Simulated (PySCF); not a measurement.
**Electronic absorption of C6H12SSi**

Compound: C6H12SSi.
Z-matrix (Å and degrees, PBE0-D3(BJ)/def2-SVP geometry), rows numbered from 1:
```
C 
S   1  1.8217
Si  2  2.1485  1   99.86
C   3  1.8709  2  105.89  1  -179.32
C   3  1.9016  2  112.30  1   -52.17
C   5  1.5048  3  102.58  2   104.42
C   6  1.3430  5  118.95  3     9.33
C   7  1.5048  6  119.09  5    -0.07
H   1  1.0991  2  111.56  3   -61.95
H   1  1.0982  2  106.90  3   179.24
H   1  1.0990  2  111.51  3    60.49
H   4  1.1013  3  110.30  2  -178.67
H   4  1.1008  3  110.82  2    61.41
H   4  1.1007  3  111.04  2   -58.61
H   5  1.1031  3  113.67  2   -17.44
H   5  1.1060  3  111.08  2  -136.57
H   6  1.0961  5  120.23  3  -171.13
H   7  1.0961  6  120.77  5   179.53
H   8  1.1059  3  111.32  2   136.29
H   8  1.1032  3  113.46  2    17.11
```

Computed, not measured: PySCF, TDDFT PBE0/def2-SVPD, vertical, gas phase, core orbitals frozen in the response.

Q: Predict the UV-vis stick spectrum at this level.

A: 

```
state  E (eV)  λ (nm)  ν̃ (cm⁻¹)       f  |μ| (D)     main configurations (H = HOMO, L = LUMO)
   S1    5.61   220.9      45270  0.0005     0.16                                  H→L+1 (83%)
   S2    5.94   208.6      47940   0.012     0.72                                    H→L (97%)
   S3    6.12   202.7      49330   0.028     1.10                                  H→L+2 (84%)
   S4    6.37   194.6      51400  0.0009     0.19                                  H→L+3 (83%)
   S5    6.45   192.3      51990  0.0002     0.09                 H-1→L+1 (82%), H-1→L+2 (10%)
   S6    6.69   185.2      53990  0.0001     0.05  H-1→L+2 (72%), H-1→L+1 (13%), H-1→L+3 (10%)
```

The lowest singlet lies at 5.61 eV (221 nm, ultraviolet) and is very weak; its leading configuration is HOMO→LUMO+1 (83%). The most intense listed level is S3 at 6.12 eV (203 nm, f = 0.028), 0.50 eV above S1. Löwdin shares by element: HOMO sulfur 67%, carbon 14% or more, silicon 7%; LUMO carbon 78% or more (atoms not listed hold the other 22%). The listed states span 1.08 eV, and the widest gap between neighbours is 0.33 eV (S1 to S2). Of the 6 states listed, 2 reach f = 0.01 and 2 stay under 0.0005. Weighted by f, the mean energy of these states is 6.07 eV. Only the lowest 6 singlets were computed, as vertical energies without vibronic structure.

The run took about 2.5 min of CPU time (one thread, shared machine).

One conformer stands for the species.
